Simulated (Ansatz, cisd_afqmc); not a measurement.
System: SnH2S, charge 0, singlet. SnH2S (SMILES [SH][SnH]).
B3LYP-D3(BJ)/def2-TZVP minimum from Ansatz (a first-principles code):
```
S
H 1 1.3446
Sn 1 2.4408 2 95.74
H 3 1.7806 1 88.85 2 180.00
```
Charge 0, spin multiplicity 1.

Atomisation energy term by term, kcal/mol (programs: Ansatz, cisd_afqmc). Open shells are spin-unrestricted; no spin-orbit coupling. Correlated methods leave the cores frozen (noble-gas shells, and filled d and f shells in the p block). Past Kr the def2 sets carry scalar-relativistic core potentials. The Monte Carlo rows (phaseless AFQMC, CISD trial, step 0.005/hartree) carry one-sigma bars that omit the constraint's bias. Outlying blocks are dropped, and bars are widened where a walk drifts. Over all cases where full CI ran beside it in this data, AFQMC minus full CI had a median of +0.1 mEh and passed +0.4 mEh in a tenth of the cases. CBS(X,Y): correlation extrapolated as X^-3, Hartree-Fock from the larger set. A bracket is a step between two methods taken in the basis named. For partners of very few electrons the exact lower level stands in for a higher one. Spin-orbit terms, left out, reach several kcal/mol for Br and I, and more for heavier atoms.

```csv
term,basis,kcal/mol
Hartree-Fock,def2-QZVPP,150.39
CCSD correlation,"CBS(def2-TZVPP,def2-QZVPP)",72.03
(T),"CBS(def2-TZVPP,def2-QZVPP)",5.20
CCSDT(Q) - CCSD(T),def2-TZVPP,0.37
CCSDTQ - CCSDT(Q),def2-SVP,-0.04
sum: De,,228.0
```

The step beyond CCSD(T) by other levels: CCSDTQ in def2-SVP 0.59; AFQMC/CISD in def2-SVP 0.61 ± 0.18; CCSDT(Q) in def2-SVP 0.63 kcal/mol.
